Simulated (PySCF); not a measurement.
C2H6ClFSi2, SMILES F[SiH2]/C=C(/[SiH3])Cl.

The structure is a stationary point at B3LYP-D3(BJ)/def2-SVP. The structure was generated by enumeration; whether it is a known compound was not checked. One conformer was computed; it need not be the lowest.

Level of theory: PySCF 2.14.0 with TDA-PBE/def2-SVPD.

Vertical excitations. Gas-phase values at a fixed geometry. State labels are in the subgroup Cs.

```
state  symmetry  energy (eV)  λ (nm)      f                              main pairs
-----  --------  -----------  ------  -----  --------------------------------------
S1           A"         5.26     236  0.000                        HOMO−1→LUMO 96 %
S2           A'         5.67     219  0.208                          HOMO→LUMO 76 %
S3           A"         5.84     212  0.000                        HOMO→LUMO+1 94 %
S4           A"         5.92     209  0.000                        HOMO−2→LUMO 96 %
S5           A'         6.08     204  0.061                        HOMO−3→LUMO 97 %
S6           A"         6.13     202  0.002                        HOMO→LUMO+2 95 %
S7           A"         6.47     192  0.000                        HOMO→LUMO+3 99 %
S8           A'         6.50     191  0.111                        HOMO−4→LUMO 81 %
S9           A"         6.57     189  0.003                        HOMO−5→LUMO 98 %
S10          A'         6.71     185  0.013  HOMO−1→LUMO+1 53 %, HOMO−1→LUMO+2 35 %
T1           A'         3.76     329      0                          HOMO→LUMO 97 %
T2           A"         4.87     255      0                        HOMO−1→LUMO 98 %
T3           A"         5.51     225      0                        HOMO→LUMO+1 97 %
T4           A"         5.58     222      0                        HOMO−2→LUMO 97 %
```
Triplets are in the Tamm–Dancoff approximation.
